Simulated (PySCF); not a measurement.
## Spin states of IrSe

Unrestricted PBE0; basis Ir def2-TZVPP with ECP60, Se def2-TZVPP; scalar-relativistic core potentials; PySCF 2.14. Outer shells of the fragments: Ir 5d7 6s2; Se 3d10 4s2 4p4.

Followed along the bond (rough minima from three points):

| 2Ms+1 | unpaired | ⟨S²⟩ at the start | R at minimum (Å) | Te (eV) |
| --- | --- | --- | --- | --- |
| 4 | π ↑↑, δ ↑ | 3.77 | 2.19 | 0.00 |
| 2 | π ↑↓, δ ↑ | 1.77 | 2.19 | 0.45 |
| 4 | σ ↑, π ↑↑ | 3.77 | 2.19 | 0.49 |
| 2 | π ↑ | 1.17 | 2.14 | 0.74 |
| 2 | σ ↑, π ↑↓ | 1.79 | 2.19 | 0.83 |
| 4 | σ ↑, π ↑, δ ↑ | 3.76 | 2.28 | 0.84 |

Solutions found at the starting distance of 2.300 Å, counted from the lowest of them; the search is not exhaustive and high or unbound solutions are not listed, so other states can lie among these:

```csv
2Ms+1,unpaired,term,E (eV),⟨S²⟩,⟨Lz²⟩,μ (D)
4,"π ↑↑, δ ↑",⁴Δ,0.00,3.77,4.01,-2.23
2,"π ↑↓, δ ↑",mixed,0.44,1.77,6.02,-1.98
4,"σ ↑, π ↑↑",⁴Σ⁻,0.49,3.77,0.00,-2.59
4,"σ ↑, π ↑, δ ↑",mixed,0.68,3.76,4.87,-3.35
2,"σ ↑, π ↑↓",mixed,0.82,1.79,2.07,-2.47
2,π ↑,mixed,0.85,1.17,1.03,-1.77
2,"σ ↑, π ↓, δ ↑",mixed,0.86,1.77,4.87,-3.08
2,δ ↑,mixed,0.98,1.22,6.01,-2.03
4,"π ↑, δ ↑↑",⁴Π,1.19,3.76,1.11,-2.85
6,"σ ↑↑, π ↑↑, δ ↑",⁶Δ,1.32,8.76,4.01,0.00
```

A term symbol is given only where ⟨S²⟩ and ⟨Lz²⟩ are close to those of a pure state; real π, δ and φ orbitals otherwise mix terms. A positive dipole means Ir(−)Se(+).

Spin–orbit coupling is left out. With d or f electrons several states lie close, and the lowest PBE0 determinant need not be the measured ground state.
